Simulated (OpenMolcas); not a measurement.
A calculation on N3+.

- Program: OpenMolcas
- Method: MS-RASPT2, IPEA 0.25 Eh, imaginary shift 0.1 Eh (closed shells correlated: 1s)
- Basis: ANO-RCC-VQZP [5s4p3d2f1g]
- Scalar Hamiltonian: DKH2, point nucleus
- Active space: 2 electrons in 9 orbitals (RAS2 2s 2p; RAS3 3d, at most 2 electrons)
- State averaging: 2S+1 = 3 even, 3 roots; 2S+1 = 1 even, 7 roots; 2S+1 = 3 odd, 3 roots; 2S+1 = 1 odd, 3 roots
- Spin-orbit coupling: RASSI with atomic mean-field integrals over the reference wave functions, term energies averaged over their components

**Question.** Which level of the active space comes out lowest?

**Answer.** 2s2 1S0, with 100 % of that term; it is also the measured ground level.

**Question.** How high does 2p2 3P2 lie?

**Answer.** 175843 cm-1 above the lowest level; measured 175733 cm-1 above the ground level, so the calculation is off by 0 %.

**Question.** How high does 2s 2p 3P* 0 lie?

**Answer.** 67169 cm-1 above the lowest level; measured 67209 cm-1 above the ground level, so the calculation is off by 0 %.

**Question.** How high does 2s 2p 1P* 1 lie?

**Answer.** 131294 cm-1 above the lowest level; measured 130694 cm-1 above the ground level, so the calculation is off by 0 %.

Measured values: Moore, Selected Tables of Atomic Spectra, NSRDS-NBS 3, section 4.

Active for correlation alone: 3d; no level in the range computed is led by a configuration that fills it, so any true level of that kind is missing. Computed and measured levels are paired by configuration, term and J; levels that our copy of the source lacks, or whose pairing is in doubt (as where it misses far off the trend of its configuration), stay unpaired and out of the deviations. Only configurations of the active space appear.

* marks odd parity.
